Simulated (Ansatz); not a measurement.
Species: C3H4O, SMILES `CC#CO` (charge 0, multiplicity 1).

Question: Give a relaxed geometry from B3LYP-D3(BJ)/def2-TZVP (Ansatz, a first-principles code).

Answer: the end point of this relaxation (outside a Z-matrix the atoms follow the SMILES, hydrogens last).
Cartesian coordinates (Å) in one orientation:
```xyz
8

C     -1.394     0.173     0.113
C      0.032    -0.078    -0.061
C      1.205    -0.280    -0.203
O      2.472    -0.593    -0.358
H     -1.565     1.059     0.730
H     -1.879    -0.671     0.609
H     -1.895     0.331    -0.844
H      3.011     0.208    -0.411
```
